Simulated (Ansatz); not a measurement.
Coupled-cluster run, AlClH6SSi2.

```yaml
crystal:
  periodic: [false, false, false]
  atoms:
    - {symbol: Si, position_ang: [-1.556498, 0.488112, 1.373879]}
    - {symbol: Si, position_ang: [0.006147, -0.829963, 0.242170]}
    - {symbol: S, position_ang: [1.794478, 0.611154, 0.063935]}
    - {symbol: Al, position_ang: [0.757518, -0.339583, -1.974312]}
    - {symbol: Cl, position_ang: [-0.322785, 1.195666, -2.939620]}
    - {symbol: H, position_ang: [-1.694422, 1.773616, 0.642645]}
    - {symbol: H, position_ang: [-2.866354, -0.215573, 1.389678]}
    - {symbol: H, position_ang: [-1.125922, 0.754275, 2.772101]}
    - {symbol: H, position_ang: [0.520972, -1.926198, 1.111909]}
    - {symbol: H, position_ang: [2.726418, -0.358727, 0.075907]}
    - {symbol: H, position_ang: [1.825849, -1.209780, -2.737891]}
basis:
  gaussian: {orbitals: def2-TZVPP}
correlation: {method: ccsd_t}
output: {orbitals: {seedname: orbitals}}
```

```sh
$ ansatz run in.yaml --threads 4 --pin off --events-out ev --progress --plain
```

The program prints (abridged):

```
Functional definition: HF
1681 factors; integrals over basis functions are off by at most 1.1e-3 eV
mean field evaluation 1: about -45724.8699 eV, gradient 2.0e1 eV
mean field evaluation 2: about -45725.2145 eV, gradient 2.1e1 eV
mean field evaluation 4: about -45727.4363 eV, gradient 3.2e0 eV
mean field evaluation 8: about -45727.4881 eV, gradient 1.9e-1 eV
mean field evaluation 16: about -45727.4884 eV, gradient 1.4e-6 eV
mean field -45727.48840563 eV, -1680.4542037020 hartree, gradient 1.4e-6 eV, S^2 0.000000; 0 other end points of the search recorded, 0 dependent functions left out
25 core orbitals not correlated: weight in the atoms' cores, before any rotation towards them, 1.000 or more for the frozen orbitals, at most 0.000 for the correlated occupied ones
reference -45727.48840563 eV, -1680.4542037020 hartree; 15, 15 occupied and 254, 254 virtual orbitals, 1681 factors
second order -18.96336622 eV of doubles, -0.00000000 eV of singles
cycle   1  -20.45090131 eV  change    -1.5e0 eV  update   1.1e-1
cycle   2  -21.06697588 eV  change   -6.2e-1 eV  update   3.3e-2
cycle   3  -21.14380805 eV  change   -7.7e-2 eV  update   1.4e-2
cycle   4  -21.13453104 eV  change    9.3e-3 eV  update   4.2e-3
cycle   5  -21.13256748 eV  change    2.0e-3 eV  update   1.6e-3
cycle   6  -21.13239598 eV  change    1.7e-4 eV  update   5.3e-4
cycle   7  -21.13235270 eV  change    4.3e-5 eV  update   2.0e-4
cycle   8  -21.13242684 eV  change   -7.4e-5 eV  update   8.8e-5
cycle   9  -21.13244820 eV  change   -2.1e-5 eV  update   3.7e-5
perturbative correction -0.92112573 eV, -0.0338507461 hartree
Total energy: -45749.54197956 eV, -1681.2646575955 hartree
```

It took 54 s on 4 threads of a server CPU on a shared host, with 8.7 GiB of host memory at the peak.

Correlation energy per correlated electron: -0.735 eV. T1 diagnostic: 0.0125.
